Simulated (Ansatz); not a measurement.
The cluster Be₂S₂, relaxed as a singlet with RKS PBE-D4/def2-TZVP in Ansatz, starting from the GFN1-xTB geometry. Force threshold 0.02 eV/Å.

The structure comes from a short search, and lower isomers may exist.

Start:

Cartesian coordinates in Å:
```
Be 0.594 -0.781 -0.279
Be -0.593 0.782 0.279
S 0.564 0.899 -1.318
S -0.564 -0.899 1.319
```

```json
{"step": "1", "energy (eV)": "-22466.3182", "largest force component (eV/Å)": "0.850", "SCF passes": "16"}
{"step": "2", "energy (eV)": "-22466.3704", "largest force component (eV/Å)": "0.371", "SCF passes": "18"}
{"step": "3", "energy (eV)": "-22466.3818", "largest force component (eV/Å)": "0.183", "SCF passes": "17"}
{"step": "4", "energy (eV)": "-22466.3843", "largest force component (eV/Å)": "0.029", "SCF passes": "17"}
{"step": "5", "energy (eV)": "-22466.3844", "largest force component (eV/Å)": "0.000", "SCF passes": "11"}
```

Force components are those of the run's own axes.

End:

```tsv
atom	x (Å)	y (Å)	z (Å)
Be1	0.5661	-0.7450	-0.2659
Be2	-0.5661	0.7450	0.2659
S3	0.5570	0.8881	-1.3024
S4	-0.5570	-0.8881	1.3024
```

By distances, no bond broke or formed. The bond that changes most is Be2–S4, from 1.98 to 1.93 Å (atoms count from 1).

No frequencies were taken in this run, so the end may be a saddle point.

Run time 3.4 s (2 threads of Arm Neoverse V2 on a shared host).
